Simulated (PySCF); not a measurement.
## Magnetisability: `C#C/P=C(\F)N(C)C`, C$_{5}$H$_{7}$FNP

Geometry (Å), atoms numbered from 1 in this order:
```xyz
15

C     3.9974    0.0448    0.9300
C     2.8148   -0.0807    1.1187
P     1.1311   -0.2597    1.5717
C     0.4655   -0.2683   -0.0034
F     1.2283   -0.1172   -1.1053
N    -0.8489   -0.4667   -0.2808
C    -1.7443   -0.5600    0.8414
C    -1.4222   -0.1067   -1.5549
H     5.0205    0.1512    0.7165
H    -2.7206   -0.8897    0.4923
H    -1.3537   -1.2880    1.5556
H    -1.8506    0.4011    1.3579
H    -1.8661    0.8950   -1.5215
H    -2.1993   -0.8277   -1.8135
H    -0.6564   -0.1251   -2.3265
```

The calculation used PySCF 2.14.0, GIAO wB97X-D/pcSseg-1 magnetisability, rotational g tensor and spin-rotation constants, non-relativistic, gas phase. Geometry: GFN2-xTB.

Problem. How diamagnetic is it, and how anisotropic?

Solution. Isotropic -1343 × 10⁻³⁰ J/T², or -80.9 × 10⁻⁶ cm³/mol; principal values -1379, -1357, -1293 × 10⁻³⁰ J/T², anisotropy 78 × 10⁻³⁰ J/T² (root of half the summed squared differences of the principal values). The susceptibility is in cgs units.

Problem. Split it along the inertial axes a, b, c into diamagnetic and paramagnetic parts about the centre of mass, with the quadrupole moment.

Solution. 
```csv
axis,χ (10⁻⁶ cm³/mol),diamagnetic (10⁻⁶ cm³/mol),paramagnetic (10⁻⁶ cm³/mol),summed x² of all electrons (Å²),quadrupole Θ (D Å)
a,-82.2,-422.1,339.9,264.7,+12.87
b,-78.2,-1188.9,1110.8,84.0,-4.56
c,-82.2,-1479.4,1397.1,15.5,-8.30
```
Anisotropies 2χaa − χbb − χcc = -4.0 and 2χbb − χaa − χcc = +8.2 × 10⁻⁶ cm³/mol. Θ is traceless in Buckingham's convention.

Problem. And the rotational g tensor?

Solution. 
| axis | rotational constant (GHz) | g | nuclear part | electronic part |
| --- | --- | --- | --- | --- |
| a | 3.6988 | -0.0285 | 0.5622 | -0.5907 |
| b | 1.1053 | -0.0053 | 0.5715 | -0.5768 |
| c | 0.8628 | -0.0016 | 0.5647 | -0.5663 |

Asymmetric top; isotopes 12C, 19F, 1H, 14N, 31P; no vibrational averaging.
